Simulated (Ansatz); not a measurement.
`C[SiH2]O[SiH2]Cl` + H₂O → `C[SiH2]O[SiH2]O` + HCl  (formal hydrolysis of the Si–Cl bond)

Computed with Ansatz on PBE0-D4/def2-TZVP structures; ΔE is electronic, products minus reactants. CBS: MP2 limit from def2 TZ/QZ plus the TZ coupled-cluster correction, frozen cores. This one scheme is used for every species. Functionals use def2-TZVPP. One conformer a species, not always the lowest.

(1) Is it downhill or uphill in electronic energy at CCSD(T)/CBS, and by how much? (An estimate is asked.)

(2) What do these levels give: r2SCAN-D4, PBE0-D4, ωB97X-V, ωB97M-V, B2PLYP, PBE0, SCS-MP2/def2-TZVPP, CCSD/def2-TZVPP, CCSD(T)/def2-TZVPP, MP2/def2-QZVPP, SCS-MP2/def2-QZVPP, HF/CBS(def2)? (Estimate.)

Largest T1 diagnostic among the species: 0.011.

Answers

(1) Computed: Nearly level: ΔE = +2.3 kJ/mol.

(2) Ansatz gave: r2SCAN-D4 0.5, PBE0-D4 5.7, ωB97X-V -0.2, ωB97M-V 0.1, B2PLYP -3.3, PBE0 3.9, SCS-MP2/def2-TZVPP -3.4, CCSD/def2-TZVPP -4.7, CCSD(T)/def2-TZVPP -3.7, MP2/def2-QZVPP 3.5, SCS-MP2/def2-QZVPP 0.0, HF/CBS(def2) -6.6 kJ/mol.

The D4 term adds +3.3 kJ/mol with B3LYP and +1.8 kJ/mol with PBE0; it sums over pairs of atoms, weighted by their polarisabilities, and B3LYP, whose exchange is more repulsive, gets the larger term.

B3LYP here is the variant with VWN-RPA as its local correlation; programs differ in this.
